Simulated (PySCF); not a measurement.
Simulated C 1s region for `C=C[CH2][AlH][CH2][SiH3]`, binding energy against the vacuum level.

Every computed line was given a Gaussian of 0.6 eV full width at half maximum and an area set by the number of equivalent atoms; the highest printed point is 100. The calculation used delta-SCF UKS SCAN, pcX-2 on the ionised atom, pcseg-1 elsewhere, spin-free X2C in PySCF 2.14.0.

binding energy (eV), intensity and a bar:
```
    288.5          0 
    288.6          1 
    288.7          2 #
    288.8          6 ##
    288.9         13 ####
    289.0         23 #######
    289.1         35 ###########
    289.2         47 ##############
    289.3         55 ################
    289.4         57 #################
    289.5         56 #################
    289.6         56 #################
    289.7         63 ###################
    289.8         76 #######################
    289.9         90 ###########################
    290.0        100 ##############################
    290.1         99 ##############################
    290.2         86 ##########################
    290.3         65 ####################
    290.4         43 #############
    290.5         25 #######
    290.6         13 ####
    290.7          6 ##
    290.8          3 #
    290.9          3 #
    291.0          6 ##
    291.1         12 ####
    291.2         22 #######
    291.3         34 ##########
    291.4         46 ##############
    291.5         53 ################
    291.6         52 ###############
    291.7         43 #############
    291.8         31 #########
    291.9         19 ######
    292.0         10 ###
    292.1          5 #
    292.2          2 
    292.3          1 
    292.4          0
```

Question: Count the maxima, the lines and the sites behind this envelope.

Answer: The curve has 3 maxima (at 289.4, 290.0 and 291.5 eV). Under it lie 4 lines from 4 inequivalent carbon sites. At this width some lines have no maximum of their own.

Question: Decompose the envelope and assign each component. Numbering: `[CH2:1]=[CH:2][CH2:3][AlH:4][CH2:5][SiH3:6]`.

Answer: 
```
position (eV)  relative area  line  atoms                  environment
       289.33              1  C 1s     C5  sp3 carbon bound to silicon
       289.96              1  C 1s     C1         terminal =CH2 carbon
       290.14              1  C 1s     C3               allylic carbon
       291.54              1  C 1s     C2             alkene CH carbon
```

Question: What are the centre and the root-mean-square width of the whole band?

Answer: The area-weighted mean of the lines is 290.24 eV. Their own spread about it is 0.81 eV (rms) and each Gaussian has σ = 0.6/2.355 = 0.25 eV; the variances add, which gives 0.85 eV.

Lowest listed C 1s: C5, bonded to 2 H, Si and Al. Highest, 2.21 eV above it: C2, bonded to C (double bond), C and H. Summing the Pauling electronegativity differences to the bonded atoms, each weighted by its formal bond order, gives -2.29 for the lowest site and -0.35 for the highest; no listed site has a larger sum than the highest.

The curve has no shake-up lines and no vibrational structure. Isolated species at its PBE0-D3(BJ)/def2-SVP geometry (one conformer only).

Hardware: an Arm Neoverse V1 with one thread, on a shared host. Cost: 1.7 min.

Conformer computed: `[CH2:1]=[CH:2][CH2:3][AlH:4][CH2:5][SiH3:6]`: C1–C2–C3–Al4 51°, C2–C3–Al4–C5 -138°, C3–Al4–C5–Si6 58°.
